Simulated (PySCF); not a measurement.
## Low-lying terms of Ce⁴⁺ (cerium, charge +4)

Ground state [Xe], ¹S. Computed with PySCF 2.14 in x2c-SVPall with two added diffuse shells each of s, p, d, f type (9s8p8d5f1g, 117 functions), with scalar relativity by spin-free X2C-1e. Vertical excitation energies in eV without spin-orbit coupling; excited terms of each kind are numbered among those the solver found. Frozen: [Kr].

```json
{"term": "1 3D", "leading excitation": "5p → f", "EOM-EE-CCSD": "15.725"}
{"term": "1 3G", "leading excitation": "5p → f", "EOM-EE-CCSD": "16.362"}
{"term": "1 1G", "leading excitation": "5p → f", "EOM-EE-CCSD": "17.079"}
{"term": "1 1F", "leading excitation": "5p → f", "EOM-EE-CCSD": "17.686"}
{"term": "1 1D", "leading excitation": "5p → f", "EOM-EE-CCSD": "18.131"}
{"term": "1 3P°", "leading excitation": "5p → d", "EOM-EE-CCSD": "23.832"}
{"term": "1 3F°", "leading excitation": "5p → d", "EOM-EE-CCSD": "24.616"}
{"term": "1 1D°", "leading excitation": "5p → d", "EOM-EE-CCSD": "25.810"}
{"term": "1 3D°", "leading excitation": "5p → d", "EOM-EE-CCSD": "26.002"}
{"term": "1 1F°", "leading excitation": "5p → d", "EOM-EE-CCSD": "26.204"}
{"term": "1 1P°", "leading excitation": "5p → d", "EOM-EE-CCSD": "31.237"}
```

The spin-orbit splitting of the hole, absent here, rivals or exceeds the spacing of these terms, so the LS terms are model states.

The solver can miss terms.
